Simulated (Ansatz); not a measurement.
```xyz
2

S     0.0000    0.0000   -1.1334
S     0.0000    0.0000    1.1334
```

Basis set: 6-31G (spherical functions). Left uncorrelated: 10 orbitals. Correlation on ROHF uses semicanonical orbitals with singles. Charge 0, multiplicity 3.

Computed with Ansatz (development build ahead of 0.2.0); the reference of a correlated method needn't be the lowest determinant of its kind.

Give the atomization energy at this shape (free ground-state atoms in the same class of orbitals less the molecule, no zero-point energy) of triplet S2 by UHF-CCSD(T), ROHF-CCSD(T), UHF-BCCD(T).

```csv
method,atomization energy
UHF-CCSD(T),1.97 eV
ROHF-CCSD(T),1.95 eV
UHF-BCCD(T),1.95 eV
```

Caution: the reference determinant was not shown to be the lowest; the shape is not the minimum. Caution for ROHF-CCSD(T): an unrestricted determinant lies well below; the program doubts this total.

This basis has no polarisation functions and is too small for such energies, which can lie far from measured ones in either direction.
